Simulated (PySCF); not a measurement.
# Nuclear quadrupole coupling in `COc1ccnnc1`

Compound: C₅H₆N₂O.
Geometry (GFN2-xTB, Å), atoms numbered from 1 in this order:
```
atom  x, y, z in Å
C1     2.2515    0.3521   -0.0942
O2     1.3606   -0.6722    0.2917
C3     0.0389   -0.4490    0.1759
C4    -0.5695    0.7014   -0.3084
C5    -1.9623    0.7074   -0.3313
N6    -2.7038   -0.3020    0.0743
N7    -2.1342   -1.3832    0.5259
C8    -0.8301   -1.4813    0.5858
H9     2.1497    0.5871   -1.1581
H10    2.0956    1.2587    0.4984
H11    3.2495   -0.0376    0.0973
H12   -0.0113    1.5569   -0.6554
H13   -2.5064    1.5681   -0.6948
H14   -0.4289   -2.4068    0.9708
```

Field gradients from the PBE0/pcSseg-1 density (PySCF, non-relativistic), principal values in atomic units, ordered |Vxx| ≤ |Vyy| ≤ |Vzz|:

```csv
atom,Vxx,Vyy,Vzz
O2,-0.3654,-1.5338,1.8992
N6,0.5966,0.6503,-1.2468
N7,0.5289,0.7991,-1.3280
```

Find the asymmetry η = (Vxx − Vyy)/Vzz and the couplings χ = eQV/h (234.96 MHz × Q in barn × V in au), with Q(17O) = −0.0256 b, Q(14N) = 0.02044 b.

```
atom             environment  nucleus     η  χzz (MHz)  χxx (MHz)  χyy (MHz)
  O2       aryl ether oxygen      17O  0.62     -11.42       2.20       9.23
  N6  pyridine-type nitrogen      14N  0.04      -5.99       2.87       3.12
  N7  pyridine-type nitrogen      14N  0.20      -6.38       2.54       3.84
```

The gradient is axial or nearly so (η below 0.05) at N6. The tensor is traceless: Vxx + Vyy + Vzz = 0.

What is Vzz at N6 in SI units (1 au = 9.71736 × 10²¹ V/m²)?

-1.2468 au = -12.116 × 10²¹ V/m².

And the gradient at the other heavy atoms, for which no coupling is worked out here?

```csv
atom,environment,Vzz (au),η
C1,methoxy carbon,0.450,0.09
C3,aromatic carbon bearing oxygen,-0.410,0.27
C4,aromatic CH carbon,0.249,0.22
C5,aromatic CH next to a ring nitrogen,0.349,0.24
C8,aromatic CH next to a ring nitrogen,0.269,0.39
```

What couplings would deuterons (Q(2H) = 0.00286 b) have in place of the hydrogens, at this geometry?

| atom | bonded to | bond length (Å) | Vzz (au) | η | χzz (kHz) |
| --- | --- | --- | --- | --- | --- |
| H9 | C1 | 1.094 | 0.2912 | 0.08 | 196 |
| H10 | C1 | 1.094 | 0.2909 | 0.08 | 196 |
| H11 | C1 | 1.088 | 0.3033 | 0.08 | 204 |
| H12 | C4 | 1.079 | 0.3293 | 0.08 | 221 |
| H13 | C5 | 1.081 | 0.3196 | 0.06 | 215 |
| H14 | C8 | 1.080 | 0.3228 | 0.06 | 217 |

Isolated species at its GFN2-xTB geometry (one conformer only). GFN2-xTB bond lengths can be off by several hundredths of an ångström, more for odd bonds, and the gradients follow them. A larger basis could move these couplings by a tenth or more.

The run behind these numbers computed NMR shieldings as well. The run took 17 s wall on an Arm Neoverse V2 with one thread, no GPU, on a shared host.
